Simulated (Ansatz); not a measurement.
Two isomers of BFH4O2Si: A = `BO[SiH](O)F`, B = `B[Si](O)(O)F`.

Gas-phase electronic energies from Ansatz, PBE0-D4/def2-TZVP geometries. CCSD(T)/CBS is the MP2 limit (def2-TZVPP, def2-QZVPP) plus CCSD(T) − MP2 in def2-TZVPP, frozen cores. DFT in def2-TZVPP. B3LYP here is the variant with VWN-RPA as its local correlation; programs differ in this. Each species was taken in one conformer, which may not be the lowest.

A:

Z-matrix (Å, degrees):
```
Si
O 1 1.631
F 1 1.587 2 107.9
O 1 1.620 2 106.1 3 118.2
H 1 1.473 2 111.5 3 -117.6
B 2 1.351 1 133.2 3 124.1
H 4 0.958 1 119.5 2 -165.7
H 6 1.197 2 117.9 1 179.9
H 6 1.203 2 120.0 1 -0.1
```

B:

Z-matrix (Å, degrees):
```
Si
O 1 1.639
O 1 1.626 2 106.5
B 1 2.005 2 115.3 3 -123.7
F 1 1.605 2 107.6 3 118.6
H 2 0.958 1 118.1 3 -166.9
H 3 0.959 1 118.0 2 37.5
H 4 1.194 1 122.5 2 137.3
H 4 1.196 1 120.0 2 -43.6
```

Problem. Which is lower in electronic energy at CCSD(T)/CBS, and by how much? (An estimate is asked.)

Solution. The calculation gave: A, by 38.5 kcal/mol.

Problem. Give E(B) − E(A) in kcal/mol with HF/def2-TZVPP, PBE-D4, CCSD(T)/def2-SVP, PBE0-D4, ωB97M-V, BLYP-D4, B3LYP. (An estimate is asked.)

Solution. Computed: HF/def2-TZVPP 41.3, PBE-D4 36.0, CCSD(T)/def2-SVP 42.9, PBE0-D4 36.8, ωB97M-V 39.1, BLYP-D4 38.3, B3LYP 39.3. None reverses the order clearly.

Problem. Does the order hold for the free energy at 298.15 K (harmonic terms from PBE0-D4)? (Estimate.)

Solution. Ansatz gave: Yes: G(B) − G(A) = +38.5 kcal/mol, for one conformer each. Modes under 60 cm⁻¹, often nearly free rotors, make the harmonic entropy too high.

Largest T1 diagnostic: 0.013.

In def2-TZVPP, CCSD(T) changes the Hartree–Fock value by −2.6 kcal/mol (the triples alone add −0.0 kcal/mol) and MP2 by −1.2 kcal/mol. At CCSD(T), def2-SVP lies +4.4 kcal/mol from the extrapolated value and def2-TZVPP +0.2 kcal/mol.
